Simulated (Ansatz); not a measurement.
System: dichloro-bis(sulfanyl)silane, sum formula SiH₂S₂Cl₂, charge 0, multiplicity 1. SMILES: S[Si](S)(Cl)Cl
Geometry from a B3LYP-D3(BJ)/def2-TZVP (Ansatz, a quantum-chemistry and plane-wave program) optimisation:
```xyz
7

S      1.8872     0.0742    -0.9528
Si    -0.0040     0.0035     0.0024
S     -1.1892    -1.4799    -0.9477
Cl     0.1202    -0.4107     2.0125
Cl    -0.7777     1.8926    -0.1880
H      2.1641    -1.2148    -0.6822
H     -2.0997    -1.5372     0.0415
```
Charge 0, spin multiplicity 1.

Quantity: vertical triplet-singlet gap (E(triplet) - E(singlet); each state is the SCF solution reached for its spin), in kJ/mol. Valence correlation only, unless marked. Open shells are spin-unrestricted. No spin-orbit coupling. Non-relativistic. Basis-set limits of correlation are two-point, X^-3; Hartree-Fock from the larger set. [CCSD(T)-MP2]/basis is that difference in the basis named.

| level | program | vertical triplet-singlet gap (kJ/mol) |
|---|---|---|
| HF/aug-cc-pV(D+d)Z | Ansatz | 532.5 |
| RI-HF/aug-cc-pV(Q+d)Z | Ansatz | 524.4 |
| B3LYP/def2-TZVPD | Ansatz | 524.5 |
| MP2/aug-cc-pV(D+d)Z | Ansatz | 578.7 |
| SCS-MP2/aug-cc-pV(D+d)Z | Ansatz | 582.4 |

Task: Predict the RI-MP2/CBS(aug-cc-pV(T+d)Z,aug-cc-pV(Q+d)Z)+[CCSD(T)-MP2]/aug-cc-pV(T+d)Z result (Ansatz).

Result: 566.4 kJ/mol, so SCS-MP2/aug-cc-pV(D+d)Z differs from it by 16.0 kJ/mol.
